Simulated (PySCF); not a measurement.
# One molecule, several mistakes: BH7N2Si

These are calculations, not measurements. They come from PySCF 2.14.0, an open-source quantum chemistry program, on an isolated molecule that a program drew, which may never have been made. The molecule is BH7N2Si (charge 0, singlet), drawn as the SMILES string `NB(N)[SiH3]`.

Each row is a Hartree-Fock (HF) and frozen-core CCSD(T) single point in the cc-pV(D+d)Z basis, meant for a local HF minimum. Run 1 is clean. Each other run has one planted mistake out of seven kinds, and not every kind appears here: one electron removed, one electron added, multiplicity raised by two, geometry at a saddle point, minimal basis STO-3G, one bond length entered in bohr, all coordinates scaled. The reference is restricted for singlets and unrestricted otherwise, and also for a bond in bohr. Adding or removing an electron swaps singlet and doublet. Electrons count all cores. HOMO and LUMO are orbital energies over both spins, the gradient is its largest component, and the lowest frequency (negative if imaginary) is given only where the gradient is small. Bond lengths are over the 10 bonds as drawn. T1 is the CCSD diagnostic: over 0.02 (restricted) or 0.045 (unrestricted) a single reference is doubtful.

Geometry of the clean run:
```xyz
11
BH7N2Si, angstrom
N    -1.3997    1.9003   -0.0627
B    -0.6675    0.7881   -0.5370
N     0.2839    0.9301   -1.5727
Si   -1.0199   -1.0690    0.2634
H    -1.2914    2.8272   -0.4214
H    -2.0635    1.8397    0.6782
H     0.4896    1.8009   -2.0188
H     0.8317    0.1721   -1.9170
H    -2.0937   -1.7864   -0.4778
H     0.1914   -1.9338    0.2137
H    -1.4563   -0.9871    1.6847
```

```
run  electrons  basis functions  <S^2>  HOMO (eV)  LUMO (eV)  gradient (hartree/bohr)  lowest frequency (cm^-1)  mean bond (Å)  longest bond (Å)      T1  HF (hartree)  CCSD(T) (hartree)                          mistake
  1         40              100  0.000     -10.31       4.17                  2.3e-05                        36         1.3340             2.053  0.0130    -426.68036         -427.27936                         no fault
  2         40              100  1.019      -6.94       3.08                  3.1e-02                         -         1.4597             2.671  0.0312    -426.50133         -427.06517  one bond length entered in bohr
  3         39              100  0.909     -15.84      -6.39                  4.3e-02                         -         1.3340             2.053  0.0237    -426.37658         -426.94965             one electron removed
  4         41              100  0.757       2.98       9.20                  6.7e-02                         -         1.3340             2.053  0.0203    -426.54753         -427.16450               one electron added
  5         40              100  0.000     -10.35       4.39                  3.3e-02                         -         1.2913             1.987  0.0123    -426.66848         -427.26225                                ?
  6         40              100  2.026      -3.23      -0.27                  1.5e-01                         -         1.3340             2.053  0.0562    -426.45637         -427.04857                                ?
```

**Which mistake was planted in run 5, and what did it cost?**

The mean and the longest bond both change by the same factor, 0.968, and the gradient is no longer small. So the mistake is: all coordinates scaled. Subtracting run 1 and multiplying by 627.51 kcal/mol a hartree, the energy moved by 7.5 kcal/mol in HF and 10.7 kcal/mol in CCSD(T).

**Which mistake was planted in run 6, and what did it cost?**

Electrons, basis and geometry are unchanged, and <S^2> is 2.026, beside S(S+1) = 2.00 for a multiplicity of 3. So the mistake is: multiplicity raised by two. Subtracting run 1 and multiplying by 627.51 kcal/mol a hartree, the energy moved by 140.6 kcal/mol in HF and 144.8 kcal/mol in CCSD(T).

Cautions from the logs. Run 4: the HOMO is above zero, so the electron isn't bound and the energy depends on the basis; run 6: T1 is over the limit, so its CCSD(T) energy is less reliable.
